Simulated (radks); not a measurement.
Question: The mean radii <r> (bohr) of the occupied orbitals of an atom or ion are listed with their occupations. Method: non-relativistic Kohn-Sham, BLYP, spin-unpolarised, spherical densities, point nucleus; computed with a radial shooting solver on a logarithmic mesh with Libxc functionals.

orbital  occ.      <r>
1s          2  0.08154
2s          2   0.3894
2p          6   0.3503
3s          1    1.179
3p          4    1.251
4p          1    3.155

Name the element and its charge.

Answer: Z = 19, potassium, charge +3: K3+ in [Ne] 3s1 3p4 4p1. The 1s radius gives Z: for a bare nucleus <r> = 1.5/Z, 0.07895 bohr for Z = 19, and screening makes it slightly larger (0.08154 here). The occupations add up to 16, and the charge is Z minus that.
